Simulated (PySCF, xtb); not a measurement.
C2H5NO2Si, SMILES CO[SiH2]N=C=O. Other conformers were not sampled.

Harmonic wavenumbers (cm⁻¹) from xtb 6.7.1 with GFN2-xTB at its own minimum, in rising order: 46, 70, 84, 108, 180, 260, 496, 507, 539, 601, 676, 766, 796, 812, 1135, 1141, 1183, 1420, 1481, 1486, 1522, 2232, 2271, 2512, 2950, 2962, 2995.

What does B3LYP-D3(BJ)/def2-SVP (PySCF 2.14.0) give at its own minimum? (An estimate is asked for; the answer gives what the named calculation found.)

39, 43, 71, 109, 170, 305, 612, 613, 623, 693, 723, 778, 938, 991, 1151, 1177, 1215, 1474, 1478, 1481, 1535, 2229, 2238, 2457, 2987, 3053, 3111. Paired by order, the mean absolute difference is 51 cm⁻¹ and the zero-point energies are 44.6 and 46.2 kcal/mol.
